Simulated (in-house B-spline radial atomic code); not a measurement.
The numbers below are computed, except where a source is named.
Xe in an electron gas of r_s = 3.3: phase shifts, screening and friction

A nucleus sits in a uniform electron gas with a rigid positive background. The Kohn-Sham equations are solved self-consistently in the spin-unpolarised LDA (PW92), non-relativistic, on B-splines with outgoing waves at the boundary and partial waves to l = 8. The model has no lattice, no bands and no magnetic solution. Atomic units; δ_l are the phase shifts at the Fermi level, counted so that each bound state adds π, and good to about 0.0005.

The density parameter is r_s = 3.3 bohr.

| l | δ_l (rad) |
| --- | --- |
| 0 | 14.6607 |
| 1 | 12.0032 |
| 2 | 6.8157 |
| 3 | 0.0144 |
| 4 | -0.0024 |
| 5 | 0.0000 |
| 6 | -0.0001 |
| 7 | 0.0002 |
| 8 | 0.0000 |

Bound levels below the band bottom (hartree): s -6.524, p -4.91, d -2.133, s -0.5241, p -0.1655 and deeper ones.

(1) Check the Friedel sum rule, and say where the screening charge sits.

(2) Find the transport cross section and the electronic stopping of a 1 keV Xe ion (mass 131.29 u).

## Answers

(1) k_F = (9π/4)^(1/3)/r_s = 0.58156. The rule is Z = (2/π) Σ (2l + 1) δ_l. The terms are s 9.333, p 22.924, d 21.695, f 0.064 and -0.013 beyond, in all 54.004 against Z = 54. Bound states hold 10 s, 24 p, 20 d electrons, so the scattering states carry 0.00 in all; where a term is smaller than its bound count, the bound level has drawn weight out of the band.

(2) σ_tr = (4π/k_F²) Σ (l + 1) sin²(δ_l − δ_(l+1)). The terms for l = 0 to 3 are 0.2166, 1.5815, 0.7358, 0.0011, all together 2.5351, so σ_tr = 37.155 × 2.5351 = 94.190 bohr². With n = 3/(4π r_s³) = 0.006643, the friction coefficient is Q = n k_F σ_tr = 0.3639. For v well below v_F = 0.582, dE/dx = Q v; with 24801 eV per u at v = 1, v = √(1000/(24801 × 131.29)) = 0.0175, so dE/dx = 0.00638 hartree/bohr = 3.28 eV/nm. The largest term couples the p and d waves.
